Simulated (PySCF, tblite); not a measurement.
C₇H₁₀OSi.
Geometry (GFN2-xTB, Å), atoms numbered from 1 in this order:
```
atom  x, y, z in Å
C1    -3.115    0.080    0.271
C2    -2.548   -0.502   -0.817
O3    -1.204   -0.466   -0.727
C4    -0.893    0.154    0.434
C5     0.531    0.296    0.784
C6     1.408    0.999   -0.282
C7     2.611    0.036   -0.327
Si8    1.637   -1.282    0.653
C9    -2.038    0.507    1.089
H10   -4.161    0.197    0.468
H11   -2.967   -0.958   -1.691
H12    0.600    0.800    1.749
H13    0.891    1.017   -1.240
H14    1.669    2.023   -0.015
H15    3.471    0.437    0.207
H16    2.940   -0.206   -1.335
H17    1.058   -2.362   -0.139
H18    2.208   -1.770    1.908
H19   -2.108    1.010    2.032
```

Computed with PBE0/pcSseg-1 in PySCF (dipole) on a GFN2-xTB geometry, gas phase.

Masses are those of the commonest isotopes; rigid-rotor values at the optimised geometry. The values belong to one conformer with, in the numbering `[cH:1]1[cH:2][o:3][c:4]([C@@H:5]2[CH2:6][CH2:7][SiH2:8]2)[cH:9]1`, O3–C4–C5–C6 55°, C4–C5–C6–C7 -133°, C5–C6–C7–Si8 13°, C6–C7–Si8–C5 -11°, C4–C5–Si8–C7 129°.

(1) What are A, B and C (GHz)?

(2) Classify the top.

(3) What does the inertial defect say?

(4) Give the other two planar moments, Paa and Pbb, and the rms extents of the mass along the axes.

(5) Where do the levels up to J = 2 lie, in MHz?

(6) Which types of transition are allowed, and where do some lines up to J = 4 fall?

## Answers

(1) Ia = 146.87, Ib = 592.14, Ic = 602.57 u·Å²; 505379 MHz·u·Å²/I gives 3441, 853.5 and 838.7 MHz, that is A = 3.4409, B = 0.8535, C = 0.8387 GHz.

(2) A near-prolate asymmetric top. Ray's parameter κ = (2B − A − C)/(A − C) = -0.989; −1 is the prolate and +1 the oblate limit.

(3) Not planar: Δ = Ic − Ia − Ib = -136.45 u·Å². For a rigid frame Δ = −2 Σ m c², so Σ m c² = 68.22 u·Å² lies off the ab plane: 17.12 from hydrogen and 51.10 from heavier atoms. The atom farthest from that plane is 1.89 Å away.

(4) Paa = Σ m a² = (Ib + Ic − Ia)/2 = 523.92 and Pbb = Σ m b² = (Ia + Ic − Ib)/2 = 78.65 u·Å². With the mass M = 138.05 u, the rms extents √(P/M) along a, b and c are 1.95, 0.75, 0.70 Å.

(5) Above 0(0,0):
J = 1: 1(0,1) 1692, 1(1,1) 4280, 1(1,0) 4294
J = 2: 2(0,2) 5076, 2(1,2) 7649, 2(1,1) 7693, 2(2,1) 15456, 2(2,0) 15456

(6) The dipole components are |μa| = 0.34 D, |μb| = 0.26 D, |μc| = 0.32 D. The squared components, which scale the intensities, stand as 1.00 : 0.57 : 0.87 (a : b : c). Some lines, for components of 0.1 D or more:

```json
{"type": "b", "branch": "Q", "J(Ka,Kc)": "4(1,3) ← 4(0,4)", "MHz": "2669", "lower level (cm⁻¹)": "0.564"}
{"type": "a", "branch": "R", "J(Ka,Kc)": "2(0,2) ← 1(0,1)", "MHz": "3384", "lower level (cm⁻¹)": "0.056"}
{"type": "b", "branch": "R", "J(Ka,Kc)": "1(1,1) ← 0(0,0)", "MHz": "4280", "lower level (cm⁻¹)": "0.000"}
{"type": "a", "branch": "R", "J(Ka,Kc)": "4(2,3) ← 3(2,2)", "MHz": "6769", "lower level (cm⁻¹)": "0.685"}
{"type": "b", "branch": "Q", "J(Ka,Kc)": "4(2,2) ← 4(1,3)", "MHz": "7712", "lower level (cm⁻¹)": "0.653"}
{"type": "c", "branch": "R", "J(Ka,Kc)": "3(1,2) ← 2(0,2)", "MHz": "7716", "lower level (cm⁻¹)": "0.169"}
{"type": "b", "branch": "Q", "J(Ka,Kc)": "3(2,1) ← 3(1,2)", "MHz": "7740", "lower level (cm⁻¹)": "0.427"}
{"type": "c", "branch": "Q", "J(Ka,Kc)": "2(2,1) ← 2(1,1)", "MHz": "7762", "lower level (cm⁻¹)": "0.257"}
{"type": "b", "branch": "Q", "J(Ka,Kc)": "4(3,2) ← 4(2,3)", "MHz": "12974", "lower level (cm⁻¹)": "0.911"}
{"type": "b", "branch": "Q", "J(Ka,Kc)": "4(4,1) ← 4(3,2)", "MHz": "18163", "lower level (cm⁻¹)": "1.343"}
{"type": "c", "branch": "R", "J(Ka,Kc)": "4(3,1) ← 3(2,1)", "MHz": "19743", "lower level (cm⁻¹)": "0.685"}
{"type": "b", "branch": "R", "J(Ka,Kc)": "4(4,0) ← 3(3,1)", "MHz": "24932", "lower level (cm⁻¹)": "1.118"}
```

Its GFN2-xTB frequencies are all real (lowest 37 cm⁻¹). These are rigid-rotor constants of the computed structure; measured ground-state constants (B0) also hold zero-point vibration.

The run took 68 s of wall time on Arm Neoverse N1, one thread, shared host with 64 logical CPUs at a one-minute load of 55, and the process peaked at 0.94 GiB of memory. This is the PBE0/pcSseg-1 job that gave the dipole, with the shieldings it also computed.
